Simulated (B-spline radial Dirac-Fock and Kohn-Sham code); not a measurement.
# Auger decay of the 1s hole in Nd⁵⁺

System: Nd⁵⁺, [Kr] 4d10 4f2 5s2 5p5.

These are calculated numbers from a radial atomic solver; the model is a relativistic independent-particle model: LDA orbitals of the hole state, radiative multipoles to third order, Auger rates from the Coulomb interaction with a continuum orbital, Dirac-Fock energies. Kinetic energies are configuration averages from the vacuum level; the two-hole energies are estimated from single-hole states. The rates lack the Breit term, which in heavy atoms raises K-L1L1 and K-L1L2.

| transition | kinetic energy (eV) | width (meV) | share (%) |
| --- | --- | --- | --- |
| K-L1L1 | 29051.7 | 89.4 | 6.7 |
| K-L1L2 | 29469.9 | 117 | 8.8 |
| K-L1L3 | 29990.4 | 142 | 10.6 |
| K-L2L3 | 30365.5 | 341 | 25.6 |
| K-L3L3 | 30883.6 | 158 | 11.9 |
| K-L1M1 | 34704.2 | 33.0 | 2.5 |
| K-L1M3 | 34979.3 | 28.9 | 2.2 |
| K-L2M3 | 35386.2 | 58.5 | 4.4 |
| K-L3M2 | 35792.8 | 55.7 | 4.2 |
| K-L3M3 | 35903.1 | 55.2 | 4.1 |

The listed channels hold 81 % of the non-radiative rate. Summed by principal shells, of 1.33 eV in all: KLL 64.8 %, KLM 25.1 %, KLN 5.6 %, KMM 2.3 %, KMN 1.0 %, KLO 0.9 %.
